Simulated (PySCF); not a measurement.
BGeH5Si, BGeH5OSi, BGeH8NSi, BGeH4NSi (calculated)

All values are calculated (PySCF 2.14.0). Calculation on a computer-drawn molecule: the log of a Hartree-Fock and frozen-core CCSD(T) single point meant for a local Hartree-Fock minimum, with one planted fault or none, to be diagnosed. Offsets are logged minus clean, where the clean run is the same molecule without the fault. The reference is restricted for singlets and unrestricted otherwise, and also for a bond in bohr or an excited solution. Adding or removing an electron swaps singlet and doublet. The excited solution moves the top pair (singlet) or top alpha electron (doublet) to the lowest empty orbital. Highest occupied and lowest empty are orbital energies over both spins, largest force is the largest gradient component, triples share is (T) over the correlation energy, the T1 limit is 0.02 restricted and 0.045 unrestricted, electrons count all cores, a negative frequency is imaginary (commonest isotopes), and the dipole is about the centre of nuclear charge; on germanium a core potential holds 10 electrons, which the energies leave out, and 3d is frozen in MP2 and coupled-cluster steps.

Common to all runs: meant charge 0; meant multiplicity 1; meant basis cc-pV(D+d)Z; meant basis and core potential on germanium cc-pVDZ-PP ECP10MDF; logged SCF converged yes; possible faults no fault, one electron removed, one electron added, multiplicity raised by two, geometry at a saddle point, SCF held on an excited solution, minimal basis STO-3G, one bond length entered in bohr, all coordinates scaled.

```json
{"entry": 1, "formula": "BGeH5Si", "logged_structure": {"atoms_angstrom": [["B", -0.3615, 0.7749, 1.2212], ["Si", 0.3885, 2.4146, 0.3067], ["Ge", -0.8, 2.748, -1.8653], ["H", -1.3003, 0.8602, 1.9633], ["H", 0.055, -0.3235, 0.9706], ["H", 0.1063, 3.6717, 1.0578], ["H", 1.8543, 2.3475, 0.0714], ["H", -2.1984, 2.314, -1.2557]]}, "given": {"logged_electrons": 57, "logged_basis_functions": 85, "logged_spin_squared": 0.7628, "logged_highest_occupied [eV]": -1.7261, "logged_lowest_empty [eV]": 5.6651, "logged_largest_force [hartree/bohr]": 0.011898, "logged_T1_diagnostic": 0.028887, "logged_D1_diagnostic": 0.11168, "logged_triples_share": 0.033007, "logged_CC_converged": "yes", "logged_dipole_magnitude [debye]": 1.1478, "logged_SCF_stable_within_its_kind": "yes", "logged_energy_HF [hartree]": -609.87139, "logged_energy_CCSD(T) [hartree]": -610.21608, "drawn_bonds_atom": [1, 2, 1, 1, 2, 2, 3], "drawn_bonds_other_atom": [2, 3, 4, 5, 6, 7, 8], "drawn_bonds_order": [1, 1, 1, 1, 1, 1, 1]}, "results": {"planted_fault": "one electron added", "HF_energy_offset_from_clean_run [kcal/mol]": -19.91, "CCSD(T)_energy_offset_from_clean_run [kcal/mol]": -30.17}}
{"entry": 2, "formula": "BGeH5Si", "logged_structure": {"atoms_angstrom": [["B", -0.3615, 0.7749, 1.2212], ["Si", 0.3885, 2.4146, 0.3067], ["Ge", -0.8, 2.748, -1.8653], ["H", -1.3003, 0.8602, 1.9633], ["H", 0.055, -0.3235, 0.9706], ["H", 0.1063, 3.6717, 1.0578], ["H", 1.8543, 2.3475, 0.0714], ["H", -2.1984, 2.314, -1.2557]]}, "given": {"logged_electrons": 55, "logged_basis_functions": 85, "logged_spin_squared": 0.7883, "logged_highest_occupied [eV]": -15.763, "logged_lowest_empty [eV]": -6.598, "logged_largest_force [hartree/bohr]": 0.033876, "logged_T1_diagnostic": 0.020098, "logged_D1_diagnostic": 0.056898, "logged_triples_share": 0.026277, "logged_CC_converged": "yes", "logged_dipole_magnitude [debye]": 0.69308, "logged_SCF_stable_within_its_kind": "yes", "logged_energy_HF [hartree]": -609.5662, "logged_energy_CCSD(T) [hartree]": -609.86352, "drawn_bonds_atom": [1, 2, 1, 1, 2, 2, 3], "drawn_bonds_other_atom": [2, 3, 4, 5, 6, 7, 8], "drawn_bonds_order": [1, 1, 1, 1, 1, 1, 1]}, "results": {"planted_fault": "one electron removed", "HF_energy_offset_from_clean_run [kcal/mol]": 171.6, "CCSD(T)_energy_offset_from_clean_run [kcal/mol]": 191.1}}
{"entry": 3, "formula": "BGeH5OSi", "logged_structure": {"atoms_angstrom": [["B", -0.0036, 0.985, -2.032], ["Si", 1.6677, 0.2551, -1.1313], ["O", 2.0592, 1.0254, 0.2789], ["Ge", 1.4058, 1.356, 1.9075], ["H", -0.6384, 1.9086, -1.5988], ["H", -0.3912, 0.4878, -3.0553], ["H", 2.8142, 0.3912, -2.0643], ["H", 1.4694, -1.195, -0.8662], ["H", 0.0146, 0.5782, 1.7061]]}, "given": {"logged_electrons": 63, "logged_basis_functions": 99, "logged_spin_squared": 0.7868, "logged_highest_occupied [eV]": -14.783, "logged_lowest_empty [eV]": -7.5858, "logged_largest_force [hartree/bohr]": 0.08555, "logged_T1_diagnostic": 0.031517, "logged_D1_diagnostic": 0.14524, "logged_triples_share": 0.030041, "logged_CC_converged": "yes", "logged_dipole_magnitude [debye]": 5.7814, "logged_SCF_stable_within_its_kind": "yes", "logged_energy_HF [hartree]": -684.46821, "logged_energy_CCSD(T) [hartree]": -684.95598, "drawn_bonds_atom": [1, 2, 3, 1, 1, 2, 2, 4], "drawn_bonds_other_atom": [2, 3, 4, 5, 6, 7, 8, 9], "drawn_bonds_order": [1, 1, 1, 1, 1, 1, 1, 1]}, "results": {"planted_fault": "one electron removed", "HF_energy_offset_from_clean_run [kcal/mol]": 195.6, "CCSD(T)_energy_offset_from_clean_run [kcal/mol]": 207.6}}
{"entry": 4, "formula": "BGeH5OSi", "logged_structure": {"atoms_angstrom": [["B", -0.0037, 1.0047, -2.0727], ["Si", 1.7011, 0.2602, -1.1539], ["O", 2.1004, 1.0459, 0.2845], ["Ge", 1.4339, 1.3831, 1.9456], ["H", -0.6512, 1.9468, -1.6308], ["H", -0.399, 0.4975, -3.1164], ["H", 2.8705, 0.399, -2.1055], ["H", 1.4988, -1.2189, -0.8835], ["H", 0.0149, 0.5898, 1.7402]]}, "given": {"logged_electrons": 64, "logged_basis_functions": 99, "logged_spin_squared": 0.0, "logged_highest_occupied [eV]": -9.484, "logged_lowest_empty [eV]": 0.6163, "logged_largest_force [hartree/bohr]": 0.01723, "logged_T1_diagnostic": 0.017524, "logged_D1_diagnostic": 0.059587, "logged_triples_share": 0.026456, "logged_CC_converged": "yes", "logged_dipole_magnitude [debye]": 1.161, "logged_SCF_stable_within_its_kind": "yes", "logged_energy_HF [hartree]": -684.77674, "logged_energy_CCSD(T) [hartree]": -685.28672, "drawn_bonds_atom": [1, 2, 3, 1, 1, 2, 2, 4], "drawn_bonds_other_atom": [2, 3, 4, 5, 6, 7, 8, 9], "drawn_bonds_order": [1, 1, 1, 1, 1, 1, 1, 1]}, "results": {"planted_fault": "all coordinates scaled, by +2.0 %", "HF_energy_offset_from_clean_run [kcal/mol]": 1.972, "CCSD(T)_energy_offset_from_clean_run [kcal/mol]": 0.06185}}
{"entry": 5, "formula": "BGeH5OSi", "logged_structure": {"atoms_angstrom": [["B", -0.0036, 0.985, -2.032], ["Si", 1.6677, 0.2551, -1.1313], ["O", 2.0592, 1.0254, 0.2789], ["Ge", 1.4058, 1.356, 1.9075], ["H", -0.6384, 1.9086, -1.5988], ["H", -0.3912, 0.4878, -3.0553], ["H", 2.8142, 0.3912, -2.0643], ["H", 1.4694, -1.195, -0.8662], ["H", 0.0146, 0.5782, 1.7061]]}, "given": {"logged_electrons": 64, "logged_basis_functions": 99, "logged_spin_squared": 2.0155, "logged_highest_occupied [eV]": -7.6396, "logged_lowest_empty [eV]": -0.64377, "logged_largest_force [hartree/bohr]": 0.019777, "logged_T1_diagnostic": 0.019315, "logged_D1_diagnostic": 0.085353, "logged_triples_share": 0.025486, "logged_CC_converged": "yes", "logged_dipole_magnitude [debye]": 1.6532, "logged_SCF_stable_within_its_kind": "yes", "logged_energy_HF [hartree]": -684.71899, "logged_energy_CCSD(T) [hartree]": -685.20627, "drawn_bonds_atom": [1, 2, 3, 1, 1, 2, 2, 4], "drawn_bonds_other_atom": [2, 3, 4, 5, 6, 7, 8, 9], "drawn_bonds_order": [1, 1, 1, 1, 1, 1, 1, 1]}, "results": {"planted_fault": "multiplicity raised by two", "HF_energy_offset_from_clean_run [kcal/mol]": 38.21, "CCSD(T)_energy_offset_from_clean_run [kcal/mol]": 50.55}}
{"entry": 6, "formula": "BGeH8NSi", "logged_structure": {"atoms_angstrom": [["B", -0.6563, -1.2141, 1.0983], ["Si", 0.7119, 0.1919, 0.5776], ["N", 0.0586, 1.7943, 0.7133], ["Ge", 1.4132, -0.113, -1.708], ["H", -0.3915, -2.3787, 0.971], ["H", -1.7401, -0.9403, 1.5377], ["H", 1.9243, -0.0528, 1.4172], ["H", 0.6284, 2.5752, 0.4432], ["H", -0.456, 2.0284, 1.5431], ["H", 2.2443, -1.3941, -1.8671], ["H", 2.2768, 1.0712, -2.1723], ["H", 0.2115, -0.2099, -2.6594]]}, "given": {"logged_electrons": 66, "logged_basis_functions": 114, "logged_spin_squared": 0.0, "logged_highest_occupied [eV]": -4.0936, "logged_lowest_empty [eV]": -5.6126, "logged_largest_force [hartree/bohr]": 0.11428, "logged_CC_converged": "no", "logged_dipole_magnitude [debye]": 6.1235, "logged_SCF_stable_within_its_kind": "no", "logged_energy_HF [hartree]": -665.5684, "drawn_bonds_atom": [1, 2, 2, 1, 1, 2, 3, 3, 4, 4, 4], "drawn_bonds_other_atom": [2, 3, 4, 5, 6, 7, 8, 9, 10, 11, 12], "drawn_bonds_order": [1, 1, 1, 1, 1, 1, 1, 1, 1, 1, 1]}, "results": {"planted_fault": "SCF held on an excited solution", "HF_energy_offset_from_clean_run [kcal/mol]": 330.7}, "notes": ["CCSD not converged"]}
{"entry": 7, "formula": "BGeH4NSi", "logged_structure": {"atoms_angstrom": [["B", -0.3925, 0.3252, 1.008], ["Si", -0.3148, 0.8434, -0.9512], ["N", 0.7116, 0.2212, -1.9603], ["Ge", 1.9923, -0.3072, -3.1062], ["H", -1.2185, -0.4471, 1.4033], ["H", 1.0913, 1.1635, 2.4959], ["H", -1.3258, 1.8457, -1.3654], ["H", 1.2472, -1.6183, -3.6422]]}, "given": {"logged_electrons": 62, "logged_basis_functions": 94, "logged_spin_squared": 0.7407, "logged_highest_occupied [eV]": -7.9791, "logged_lowest_empty [eV]": 0.38453, "logged_largest_force [hartree/bohr]": 0.015308, "logged_T1_diagnostic": 0.064461, "logged_D1_diagnostic": 0.2607, "logged_triples_share": 0.043329, "logged_CC_converged": "yes", "logged_dipole_magnitude [debye]": 2.8334, "logged_SCF_stable_within_its_kind": "yes", "logged_energy_HF [hartree]": -663.58459, "logged_energy_CCSD(T) [hartree]": -664.06515, "drawn_bonds_atom": [1, 2, 3, 1, 1, 2, 4], "drawn_bonds_other_atom": [2, 3, 4, 5, 6, 7, 8], "drawn_bonds_order": [1, 2, 1, 1, 1, 1, 1]}, "results": {"planted_fault": "one bond length entered in bohr, row 5 of the drawn bonds", "HF_energy_offset_from_clean_run [kcal/mol]": 74.32, "CCSD(T)_energy_offset_from_clean_run [kcal/mol]": 74.76}, "notes": ["T1 above single-reference limit"]}
{"entry": 8, "formula": "BGeH5OSi", "logged_structure": {"atoms_angstrom": [["B", -1.1673, -2.7986, 0.9098], ["Si", -0.2227, -1.0394, 0.539], ["O", 1.2777, -0.9088, 0.4965], ["Ge", -1.6344, 0.8863, 0.1587], ["H", -1.473, -3.5306, 0.0125], ["H", -1.4518, -3.1172, 2.0287], ["H", -3.1138, 0.4887, 0.2555], ["H", -1.3359, 1.9524, 1.2133], ["H", -1.3612, 1.4503, -1.236]]}, "given": {"logged_electrons": 65, "logged_basis_functions": 99, "logged_spin_squared": 0.771, "logged_highest_occupied [eV]": -0.30097, "logged_lowest_empty [eV]": 5.5885, "logged_largest_force [hartree/bohr]": 0.05177, "logged_T1_diagnostic": 0.020909, "logged_D1_diagnostic": 0.066141, "logged_triples_share": 0.030171, "logged_CC_converged": "yes", "logged_dipole_magnitude [debye]": 5.3659, "logged_SCF_stable_within_its_kind": "yes", "logged_energy_HF [hartree]": -684.70837, "logged_energy_CCSD(T) [hartree]": -685.23673, "drawn_bonds_atom": [1, 2, 2, 1, 1, 4, 4, 4], "drawn_bonds_other_atom": [2, 3, 4, 5, 6, 7, 8, 9], "drawn_bonds_order": [1, 2, 1, 1, 1, 1, 1, 1]}, "results": {"planted_fault": "one electron added", "HF_energy_offset_from_clean_run [kcal/mol]": 12.03, "CCSD(T)_energy_offset_from_clean_run [kcal/mol]": 6.952}}
{"entry": 9, "formula": "BGeH5OSi", "logged_structure": {"atoms_angstrom": [["B", -1.1673, -2.7986, 0.9098], ["Si", -0.2227, -1.0394, 0.539], ["O", 1.2777, -0.9088, 0.4965], ["Ge", -1.6344, 0.8863, 0.1587], ["H", -1.473, -3.5306, 0.0125], ["H", -1.705, -3.4007, 3.0243], ["H", -3.1138, 0.4887, 0.2555], ["H", -1.3359, 1.9524, 1.2133], ["H", -1.3612, 1.4503, -1.236]]}, "given": {"logged_electrons": 64, "logged_basis_functions": 99, "logged_spin_squared": 0.6927, "logged_highest_occupied [eV]": -9.8033, "logged_lowest_empty [eV]": 0.2256, "logged_largest_force [hartree/bohr]": 0.021395, "logged_T1_diagnostic": 0.059224, "logged_D1_diagnostic": 0.25939, "logged_triples_share": 0.037588, "logged_CC_converged": "yes", "logged_dipole_magnitude [debye]": 4.0441, "logged_SCF_stable_within_its_kind": "yes", "logged_energy_HF [hartree]": -684.60946, "logged_energy_CCSD(T) [hartree]": -685.12949, "drawn_bonds_atom": [1, 2, 2, 1, 1, 4, 4, 4], "drawn_bonds_other_atom": [2, 3, 4, 5, 6, 7, 8, 9], "drawn_bonds_order": [1, 2, 1, 1, 1, 1, 1, 1]}, "results": {"planted_fault": "one bond length entered in bohr, row 5 of the drawn bonds", "HF_energy_offset_from_clean_run [kcal/mol]": 74.1, "CCSD(T)_energy_offset_from_clean_run [kcal/mol]": 74.25}, "notes": ["T1 above single-reference limit"]}
{"entry": 10, "formula": "BGeH5OSi", "logged_structure": {"atoms_angstrom": [["B", 0.6475, -1.7693, 0.3975], ["Si", 0.5133, -2.7564, -1.3966], ["O", -0.7495, -2.0335, -2.1324], ["Ge", -1.9788, -0.7822, -1.9642], ["H", 1.3715, -0.8348, 0.55], ["H", 0.1174, -2.1761, 1.3843], ["H", -1.7744, 0.2061, -3.0827], ["H", -1.7806, -0.129, -0.6128], ["H", -3.324, -1.4548, -2.0526]]}, "given": {"logged_electrons": 64, "logged_basis_functions": 99, "logged_spin_squared": 0.0, "logged_highest_occupied [eV]": -7.8172, "logged_lowest_empty [eV]": 1.4667, "logged_largest_force [hartree/bohr]": 0.0098006, "logged_T1_diagnostic": 0.016854, "logged_D1_diagnostic": 0.048366, "logged_triples_share": 0.0263, "logged_CC_converged": "yes", "logged_dipole_magnitude [debye]": 2.3417, "logged_SCF_stable_within_its_kind": "yes", "logged_energy_HF [hartree]": -684.73746, "logged_energy_CCSD(T) [hartree]": -685.24697, "drawn_bonds_atom": [1, 2, 3, 1, 1, 4, 4, 4], "drawn_bonds_other_atom": [2, 3, 4, 5, 6, 7, 8, 9], "drawn_bonds_order": [1, 1, 1, 1, 1, 1, 1, 1]}, "results": {"planted_fault": "all coordinates scaled, by -1.2 %", "HF_energy_offset_from_clean_run [kcal/mol]": 0.7604, "CCSD(T)_energy_offset_from_clean_run [kcal/mol]": 1.957}}
```
